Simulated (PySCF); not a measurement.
## Beryllium: a sound run and one with changed settings

Sound run: Be²⁺ 1s2, Be³⁺ 1s1. Calculation: PySCF 2.14, in aug-cc-pVDZ (4s3p2d, 23 functions); the non-relativistic Hamiltonian (point nucleus). The sound run starts from symmetry-adapted Hartree-Fock orbitals and uses a fine grid where one is needed.

Changed run: radial step 0.5 in ln r (0.13 in the sound run). This setting is unsound on purpose.

| species | method | sound run (hartree) | changed run (hartree) | converged |
| --- | --- | --- | --- | --- |
| Be²⁺ | UHF | -13.61080 | -13.61080 | yes |
| Be²⁺ | M06-2X | -13.65819 | -13.66481 | yes |
| Be²⁺ | MN15 | -13.66913 | -13.66776 | yes |
| Be³⁺ | UHF | -7.95250 | -7.95250 | yes |
| Be³⁺ | M06-2X | -7.94803 | -7.95083 | yes |
| Be³⁺ | MN15 | -7.95950 | -7.95894 | yes |

Ionisation energy of Be²⁺:

```csv
method,sound run (eV),changed run (eV)
UHF,153.97,153.97
M06-2X,155.38,155.49
MN15,155.37,155.34
```

A coarse radial grid mis-integrates the density and the exchange-correlation energy, with errors of either sign; Hartree-Fock needs no grid.

For comparison, NIST gives 153.90 eV between the lowest levels.
